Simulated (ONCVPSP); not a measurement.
samarium (Sm): one change to an ONCV potential, before and after

* Element: Sm (Z = 62)
* Generator: ONCVPSP 4.0.1
* Type: optimised norm-conserving Vanderbilt (ONCV)
* Functional: PBE
* Relativity: scalar-relativistic
* Frozen core: [Kr] 4d10 4f5
* Valence charge: 11
* Reference configuration: 5s2 5p6 5d1 6s2
* Partial waves: 5s+6s: rc 2.20 bohr, ncon 4, nbas 8, qcut 5.1 1/bohr, 2 projectors; 5p: rc 1.90 bohr, ncon 4, nbas 9, qcut 6.1 1/bohr, 3 projectors, debl 2.4 Ha; 5d: rc 3.15 bohr, ncon 4, nbas 9, qcut 5.1 1/bohr, 2 projectors, debl 1.6 Ha
* Local potential: polynomial inside 1.30 bohr (lpopt 4, dvloc0 6 Ha)
* Core correction: polynomial model core, fcfact 0.4

Change: p: qcut 7.

Cutoffs: the cutoffs (Ha) at which the residual kinetic energy of the hardest occupied pseudo-wave falls to 1 and 0.1 mHa per electron; they do not see the model core or the augmentation charge, which bear on the density cutoff. Errors are all-electron minus pseudo energies relative to the spin-unpolarised reference configuration.

How do hardness, ghosts and transferability respond?

The potential gets harder (14 Ha and 17 Ha → 17 Ha and 20 Ha); the errors of the 4 common tests hardly move; neither file shows a bound ghost. The waves are optimised to have the least kinetic energy above qcut, so the cutoff follows it (qcut²/2 in Ha).

| quantity | base | changed |
| --- | --- | --- |
| cutoff, loose | 14 Ha | 17 Ha |
| cutoff, tight | 17 Ha | 20 Ha |
| loose cutoff by channel | s 9.7 Ha, p 14 Ha, d 7.2 Ha | s 9.7 Ha, p 17 Ha, d 7.2 Ha |
| bound ghosts | none | none |
| GHOST(+) flags under 300 eV | none | none |
| error for 5s2 5p6 5d1 6s1, meV [ΔE 6.45 eV] | -4.4 | -4.4 |
| error for 5s2 5p6 5d1 6s0, meV [ΔE 18.22 eV] | -25 | -25 |
| error for 5s2 5p6 5d0 6s0, meV [ΔE 37.93 eV] | -115 | -116 |
| error for 5s2 5p5 5d1 6s2, meV [ΔE 30.91 eV] | -159 | -154 |
| s: phases at 2.24 bohr within 0.05 rad from the reference energy up to (Ha; the scan ends near 5) | 4.8 | 4.8 |
| p: phases at 1.92 bohr within 0.05 rad from the reference energy up to (Ha; the scan ends near 5) | to the end of the scan | to the end of the scan |
| d: phases at 3.20 bohr within 0.05 rad from the reference energy up to (Ha; the scan ends near 5) | 3.7 | 3.7 |
| rms error of d²Exc/dni dnj with the model core, mHa | 1.13 | 1.14 |
